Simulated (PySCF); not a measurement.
Gas-phase reaction: WO3 + 4 Cl = WOCl4 + O2

Method: PySCF energies plus ideal-gas RRHO corrections (1 bar). † marks an energy on the PBE0/def2-TZVP geometry and frequencies. MP2 and CCSD(T) freeze the core. Open shells (unrestricted): Cl (multiplicity 2), O2 (multiplicity 3); the rest are closed-shell singlets. Spin-orbit splitting is ignored; it lowers the true energy and changes the entropy of Cl. B3LYP is the form with VWN-RPA correlation. W: scalar-relativistic def2 core potential, no spin-orbit coupling. MP2 isn't extrapolated to the basis-set limit. CCSD(T) isn't extrapolated to the basis-set limit. Warning, large T1 diagnostic: WO3, WOCl4 (CCSD(T)/def2-SVP†).

```csv
level,"ΔH°(298 K), kJ"
B3LYP/def2-TZVP†,(withheld)
CCSD(T)/def2-SVP†,(withheld)
MP2/def2-SVP†,-696
MP2/def2-TZVPP†,-778
PBE/def2-TZVP†,-842
PBE0/def2-QZVP†,(withheld)
```

Task: Fill in the missing entries.

Result: 
- B3LYP/def2-TZVP†, ΔH°(298 K), kJ: -753
- CCSD(T)/def2-SVP†, ΔH°(298 K), kJ: -689
- PBE0/def2-QZVP†, ΔH°(298 K), kJ: -827
